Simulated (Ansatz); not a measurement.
C3HF4, SMILES C(F)(F)(F)/[C]=C/F, multiplicity 2.

Geometry: B3LYP-D3(BJ)/def2-SVP. The isomer is the one that the SMILES or the coordinates give; other isomers of the formula were not compared.

Two levels are set side by side: PBE/def2-TZVPD (Ansatz, a first-principles code) and CAM-B3LYP/def2-TZVPD (Ansatz). Energy differences of separate SCF runs at the same geometry; the states with an electron removed or added have multiplicity 3 and 1. Differences are taken from unrounded values.

| quantity | CAM-B3LYP | PBE | PBE minus CAM-B3LYP |
|---|---|---|---|
| vertical ionisation energy (eV) | 11.27 | 10.92 | -0.35 |
| vertical electron affinity (eV) | 2.02 | 1.93 | -0.09 |
